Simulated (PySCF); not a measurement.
Compound: C7H6 (charge -1 and doublet state).
Z-matrix (Å and degrees, GFN2-xTB geometry), rows numbered from 1:
```
C 
C   1  1.4216
C   2  1.3507  1  114.72
C   3  1.4857  2  150.45  1   107.65
C   3  1.4372  2  126.08  1    10.08
C   5  1.4264  3  114.37  4  -132.12
C   6  1.3742  5  116.62  3   -26.35
H   1  1.0865  2  121.33  3   167.23
H   2  1.0939  1  120.81  3  -178.21
H   4  1.0976  3  118.28  5   112.24
H   4  1.0935  3  119.45  5  -105.91
H   6  1.0933  5  122.45  3   160.87
H   7  1.0915  1  117.49  2  -166.18
```

The species is `[CH]1C=C2CC2=C[CH-]1` [radical] (charge -1).

Computed with UKS B3LYP, pcH-1 on C H, non-relativistic, mean-field spin-orbit, GIAO in PySCF 2.14.0. Whether the extra electron is bound in the gas phase wasn't checked; a finite basis holds it in any case. The geometry wasn't refined by DFT: couplings that depend on bond lengths, twists or pyramidal angles can differ widely from those at the functional's own minimum, by a factor of two or more for some ions and for spin on atoms past the first row. No stability test was run, so a lower SCF solution isn't excluded.

**Question.** Predict the first-order ENDOR lines of C3/C5, C4, C2/C6, C1/C7, H8/H13, H9/H12 and H10/H11 under fast tumbling at B = 348.2 mT (X band).

**Answer.** ν± = |νn ± a/2|, one line for each electron-spin manifold; νn = |g_N| × 7.62259 MHz/T × B.

| nuclei | isotope | g_N | νn (MHz) | a_iso (MHz) | lower line (MHz) | upper line (MHz) |
| --- | --- | --- | --- | --- | --- | --- |
| C3/C5 | 13C | 1.4048 | 3.73 | 108.82 | 50.68 | 58.14 |
| C4 | 13C | 1.4048 | 3.73 | 57.97 | 25.26 | 32.71 |
| C2/C6 | 13C | 1.4048 | 3.73 | 15.80 | 4.17 | 11.63 |
| C1/C7 | 13C | 1.4048 | 3.73 | 5.99 | 0.73 | 6.72 |
| H8/H13 | 1H | 5.5857 | 14.83 | -11.29 | 9.18 | 20.47 |
| H9/H12 | 1H | 5.5857 | 14.83 | -8.08 | 10.78 | 18.87 |
| H10/H11 | 1H | 5.5857 | 14.83 | -3.59 | 13.03 | 16.62 |

The rows for 13C, of low natural abundance, apply to labelled samples.

**Question.** Which pairs are centred on the nuclear Larmor frequency, and which on half the coupling?

**Answer.** Centred on νn, since |a| < 2νn: C1/C7, H8/H13, H9/H12 and H10/H11. Centred on |a|/2 and split by 2νn: C3/C5, C4 and C2/C6.

Means are taken over nuclei equivalent by connectivity, which assumes that they swap fast. The 13C value of +108.8 MHz is a mean of couplings from 23.7 to 194.0 MHz in this one geometry, not an average over conformers. The 13C value of +6.0 MHz is a mean of couplings from -20.4 to 32.4 MHz in this one geometry, not an average over conformers.

On one thread, Arm Neoverse V1, on a shared host, this took 40 s wall.
